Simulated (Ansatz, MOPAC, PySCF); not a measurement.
Species: SiOF (charge 0, doublet). SMILES: F[Si]=O
Geometry: optimised at B3LYP-D3(BJ)/def2-TZVP (Ansatz, a quantum-chemistry and plane-wave program).

Property: vertical electron affinity to the singlet, in eV. Terms: PM7 with its own dispersion and hydrogen-bond terms; non-relativistic; no dispersion term unless named; no spin-orbit coupling; UHF or UKS for open shells; 6-311+G** with 5d, 6d on Na to Ar in Ansatz; each state is the SCF solution reached for its charge and spin; valence correlation only; 6-31G* and kin with 6d, 5d where marked. Ab initio and DFT rows: single points at B3LYP-D3(BJ) geometries (Ansatz). Semi-empirical rows: differences of heats of formation at the shared geometry for vertical values. Anions need diffuse functions, which STO-3G, LANL2DZ, def2-SVP, cc-pVDZ and Pople sets without + lack.

```
level               program  vertical electron affinity to the singlet (eV)
------------------  -------  ----------------------------------------------
PM3                   MOPAC                                            1.77
PM6                   MOPAC                                            2.70
PM7                   MOPAC                                            1.75
MNDO                  MOPAC                                            1.41
HF/6-31G*            Ansatz                                            1.31
HF/6-311+G**         Ansatz                                            1.84
PBE/6-31G*           Ansatz                                            1.81
PBE/6-311+G**        Ansatz                                            2.52
B3LYP/STO-3G         Ansatz                                           -4.68
B3LYP/3-21G          Ansatz                                            1.59
B3LYP/6-31G*         Ansatz                                            2.00
B3LYP/6-311+G**      Ansatz                                            2.70
M06-2X/6-31G* (5d)    PySCF                                            2.01
MP2/6-31G*           Ansatz                                            1.65
PBE/def2-TZVPD       Ansatz                                            2.46
B3LYP/def2-TZVPD     Ansatz                                            2.63
wB97M-V/def2-TZVPD   Ansatz                                            2.69
```

No value to compare with is used here. The 14 habitual levels span -4.68 (B3LYP/STO-3G) to 2.70 eV (B3LYP/6-311+G**); wB97M-V/def2-TZVPD gives 2.69.

The levels are drawn from those run, B3LYP/6-31G* more often than the rest, none by its result; left out are runs that failed, that the program found above a lower state of the same kind, or whose <S^2> lies over 0.5 above the pure value.
